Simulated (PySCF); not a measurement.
One entry of a table of gas-phase calculations, keyed by method. Lists by class give the value and the number of equivalent atoms.

```json
{
 "formula": "C3H8Si",
 "smiles": "C[SiH]1CC1",
 "inchi": "InChI=1S/C3H8Si/c1-4-2-3-4/h4H,2-3H2,1H3",
 "charge": 0,
 "multiplicity": 1,
 "geometry_level": "GFN2-xTB",
 "atoms_angstrom": [
  ["C", 1.873, 0.227, -0.161],
  ["Si", 0.229, -0.184, 0.676],
  ["C", -1.208, -0.812, -0.367],
  ["C", -1.347, 0.656, 0.079],
  ["H", 2.54, -0.63, -0.15],
  ["H", 1.724, 0.52, -1.195],
  ["H", 2.379, 1.042, 0.348],
  ["H", 0.302, -0.601, 2.069],
  ["H", -1.931, -1.498, 0.05],
  ["H", -1.091, -0.969, -1.431],
  ["H", -2.154, 0.859, 0.768],
  ["H", -1.315, 1.391, -0.713]
 ],
 "electronic_structure_code": "PySCF",
 "results": {
  "GFN2-xTB geometry": {
   "point_group": "Cs",
   "rotational_constants_GHz": [11.739, 3.847, 3.821]
  },
  "wB97X-D/def2-SVPD ground state and vertical TDDFT (core frozen in the response)": {
   "dipole_D": 0.82,
   "homo_eV": -8.43,
   "lumo_eV": 2.31,
   "S1_eV": 6.7,
   "strongest_line_of_8_singlets_eV": 6.72,
   "T1_tda_eV": 5.4,
   "polarisability_au": 63.1,
   "r2_bohr2_about_centre_of_nuclear_charge": 426.8,
   "singlets_eV_and_f": [
    [6.7, 0.005],
    [6.72, 0.225],
    [6.8, 0.012],
    [7.18, 0.001],
    [7.71, 0.021],
    [7.8, 0.001],
    [7.9, 0.002],
    [8.18, 0.041]
   ],
   "triplets_tda_eV": [5.4, 6.5, 6.61]
  },
  "PBE0/pcSseg-1 ground state and GIAO shieldings, non-relativistic": {
   "shift_vs_computed_TMS_C_by_class_ppm": [
    [-4.7, 2],
    [-7.8, 1]
   ],
   "shift_vs_computed_TMS_H_by_class_ppm": [
    [3.04, 1],
    [0.45, 2],
    [0.42, 2],
    [0.2, 3]
   ],
   "shielding_other_nuclei_by_class_ppm": [
    ["Si", 474.0, 1]
   ],
   "charges_hirshfeld_e_by_atom": [-0.2, 0.33, -0.18, -0.18, 0.04, 0.05, 0.04, -0.07, 0.04, 0.04, 0.04, 0.04]
  }
 }
}
```

The polarisability is 9.36 Å³ as a volume (1 au = 0.148185 Å³), or 1.58 au for each of the 40 electrons. A dipole of 0.82 D is allowed in Cs, and pure rotational transitions are dipole-allowed. The vertical singlet–triplet gap S1 − T1 is 1.30 eV (TDDFT singlet less Tamm–Dancoff triplet; S1: HOMO→LUMO, weight 0.82; T1: HOMO→LUMO+1, weight 0.87). With B = h/(8π²I), that is 505.379 GHz u Å² over I, the principal moments of inertia are 43.1, 131.4 and 132.3 u Å² (most abundant isotopes); the inertial defect Ic − Ia − Ib is -42.2 u Å² (zero for a rigid planar frame, negative otherwise). The 8 singlets span 6.70 to 8.18 eV, and their oscillator strengths add up to 0.31.

Geometry: GFN2-xTB; no solvent or vibrations. NMR classes are plain means over equivalent atoms (diastereotopic ones count apart unless rotation or inversion swaps them), as if these changed places fast; in this geometry the members of some classes differ.
